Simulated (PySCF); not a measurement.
Re(O)3(OH) (HO4Re), SMILES [O]=[Re](=[O])(=[O])[OH], multiplicity 1. Atoms are numbered in the order given.

```xyz
6

Re     0.0000     0.0000    -0.0271
O     -1.3716    -0.7919    -0.6301
O      0.0000     1.5838    -0.6301
O      1.3716    -0.7919    -0.6301
O      0.0000     0.0000     1.7997
H      0.0000     0.0000     2.7566
```

The structure is a stationary point at PBE0-D3(BJ)/def2-SVP. The geometry has at least one imaginary mode, so it is a saddle point at that level. The multiplicity is an assumed one; no other spin state was optimised. The isomer is the one that the SMILES or the coordinates give; other isomers of the formula were not compared. The def2 effective core potentials stand for the cores of Re; spin–orbit coupling is left out. The values are those of a single conformer.

All values below come from PBE0-D3(BJ)/def2-SVP in PySCF 2.14.0.

Frequencies are harmonic and unscaled.

Modes within 1.5 cm⁻¹ of each other (mostly degenerate sets) share a row, with their intensities summed.

```tsv
mode	ν (cm⁻¹)	IR (km/mol)	moving atoms (share of kinetic energy)
1–2	444i	396.6	H 85 %, O 14 %
3–4	251	0.3	O 82 %, Re 9 %, H 8 %
5	330	12.5	O 87 %, Re 13 %
6–7	358	8.7	O 95 %
8	825	136.7	O 84 %, Re 10 %
9–10	1027	370.9	O 89 %, Re 11 %
11	1066	33.3	O 97 %
12	4013	615.7	H 94 %
```
